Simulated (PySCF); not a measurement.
TaOBr2, SMILES [O]=[Ta]([Br])[Br] (connectivity only; charge and spin as stated), neutral, multiplicity 2.

Geometry optimised at B3LYP-D3(BJ)/def2-SVP. The spin state was assumed, not searched. The def2 effective core potentials stand for the cores of Ta; spin–orbit coupling is left out.

Two levels are set side by side: PBE/def2-TZVPD (PySCF) and PBE0/def2-TZVPD (PySCF). Same geometry, gas phase. Differences are taken from unrounded values.

| quantity | PBE0 |
|---|---|
| α-spin orbital gap (eV) | 3.77 |
| β-spin orbital gap (eV) | 5.89 |
| dipole moment (D) | 1.79 |
| mean polarisability (bohr³) | 88.1 |

Q: What does PBE give, and how far is it from PBE0? (Estimate from the structure and the level; the computed values follow.)

A: 
| quantity | PBE | PBE minus PBE0 |
|---|---|---|
| α-spin orbital gap (eV) | 1.55 | -2.22 |
| β-spin orbital gap (eV) | 3.70 | -2.20 |
| dipole moment (D) | 1.67 | -0.12 |
| mean polarisability (bohr³) | 93.2 | 5.1 |

PBE's more diffuse valence density responds more strongly to a field. Differences between two approximate levels are no errors against the true value.

Rough cost on one machine, each run with all the roots and properties that it gave: PBE0 against PBE within a factor of 2.
